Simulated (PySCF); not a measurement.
## Mayer bond orders and bond lengths

Species: (LiOH)3 ring, H3Li3O3.
Z-matrix (Å and degrees, PBE0-D3(BJ)/def2-SVP geometry), rows numbered from 1:
```
Li
O   1  1.7613
Li  2  1.7614  1  104.75
O   3  1.7614  2  134.27  1     0.16
Li  4  1.7609  3  105.02  2    -0.19
O   5  1.7584  4  136.22  3     0.17
H   2  0.9581  1  127.57  3  -179.65
H   4  0.9582  3  127.51  2   179.42
H   6  0.9578  1  128.50  2   179.89
```

Bond orders from the PBE0/pcSseg-1 density (PySCF). One conformer (not necessarily the lowest) at the PBE0-D3(BJ)/def2-SVP geometry, without solvent, vibrations or thermal averaging.

(1) Set the Mayer orders of the bonds beside their lengths.

(2) Sum the orders of all bonds at each heavy atom with more than one neighbour.

Answers

(1) 
```csv
bond,length (Å),Mayer order
Li1–O2,1.761,0.346
Li1–O6,1.759,0.344
O2–Li3,1.761,0.345
O2–H7,0.958,0.931
Li3–O4,1.761,0.345
O4–Li5,1.761,0.346
O4–H8,0.958,0.931
Li5–O6,1.758,0.344
O6–H9,0.958,0.931
```

(2) Li1 0.690, O2 1.622, Li3 0.690, O4 1.622, Li5 0.690, O6 1.619. Orders between atoms that aren't bonded are not in these sums.

Mayer orders depend on the basis set.

The run behind these numbers computed NMR shieldings as well. Hardware: one thread, Arm Neoverse V2, no GPU, shared host. Cost: 5.0 s of wall time.
